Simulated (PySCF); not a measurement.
## Sr: excitation energy

Sr [Kr] 5s2 (1S) → Sr [Kr] 4d2 (3F), as a difference of total energies. Computed with PySCF 2.14 in x2c-TZVPPall with one added diffuse shell each of s, p, d, f type (9s7p7d3f1g, 95 functions), with the spin-free X2C one-electron Hamiltonian (Gaussian nucleus). Correlated levels: valence: [Kr] frozen. The calculations carry no spin-orbit coupling.

| method | excitation energy (eV) |
| --- | --- |
| UHF | 4.408 |
| MP2 (valence) | 4.774 |
| SCS-MP2 (valence) | 4.966 |
| CCSD (valence) | 4.852 |

**Question.** How much does correlation contribute at MP2 (valence)?

**Answer.** 4.774 − (4.408) = 0.366 eV, measured against UHF.

A first-order spin-orbit estimate (lowest level to lowest level, LS coupling) adds -0.019 eV.

With two correlated electrons CCSD is exact in that space.
